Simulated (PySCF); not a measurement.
Shifts of the heteroatoms

Geometry:
```json
{"atom": "F1", "x (Å)": "2.095", "y (Å)": "-1.082", "z (Å)": "-0.592"}
{"atom": "C2", "x (Å)": "1.772", "y (Å)": "0.211", "z (Å)": "-0.408"}
{"atom": "F3", "x (Å)": "2.431", "y (Å)": "0.915", "z (Å)": "-1.314"}
{"atom": "F4", "x (Å)": "2.295", "y (Å)": "0.529", "z (Å)": "0.796"}
{"atom": "O5", "x (Å)": "0.482", "y (Å)": "0.458", "z (Å)": "-0.499"}
{"atom": "C6", "x (Å)": "-0.349", "y (Å)": "-0.252", "z (Å)": "0.436"}
{"atom": "C7", "x (Å)": "-1.789", "y (Å)": "0.129", "z (Å)": "0.155"}
{"atom": "Cl8", "x (Å)": "-2.340", "y (Å)": "-0.589", "z (Å)": "-1.378"}
{"atom": "H9", "x (Å)": "-0.199", "y (Å)": "-1.330", "z (Å)": "0.315"}
{"atom": "H10", "x (Å)": "-0.078", "y (Å)": "0.045", "z (Å)": "1.457"}
{"atom": "H11", "x (Å)": "-2.437", "y (Å)": "-0.247", "z (Å)": "0.945"}
{"atom": "H12", "x (Å)": "-1.882", "y (Å)": "1.210", "z (Å)": "0.060"}
```

[PySCF: GFN2-xTB structure; NMR shieldings at PBE0/pcSseg-1/GIAO; averaged over atoms made equivalent by symmetry, fast rotation or ring inversion; a single conformation; isolated molecule; relativity neglected]

Problem. Where does ¹⁹F resonate?

Solution. 
```json
{"atoms": "F1/F3/F4", "environment": "fluorine of an OCF3 group", "σ (ppm)": "249.0", "δ (ppm)": "-64.0"}
```

Shieldings were converted by a linear fit to measured shifts: ¹⁹F: δ = 146.13 − 0.903σ +14.6 on sp3 carbon (rms 6.0 ppm, 223 shifts, 7.0 ppm with the 5 outliers that the fit left out vs CFCl3, solution or neat liquid). A few per cent of atoms miss by over 2 rms, more outside the fitted compound classes.

On a 400 MHz spectrometer ¹⁹F resonates near 376.4 MHz, so 1 ppm is 376.4 Hz.

Problem. Where does ¹⁷O resonate?

Solution. 
```json
{"atoms": "O5", "environment": "ether oxygen", "σ (ppm)": "222.8", "δ (ppm)": "63.8"}
```

Shieldings were converted by a linear fit to measured shifts: ¹⁷O (scatter 10.7 ppm rms, 12.2 ppm with the 3 outliers that the fit left out vs liquid water, solution or neat liquid). A few per cent of atoms miss by over 2 rms, more outside the fitted compound classes.

On a 500 MHz spectrometer ¹⁷O resonates near 67.8 MHz, so 1 ppm is 67.8 Hz.
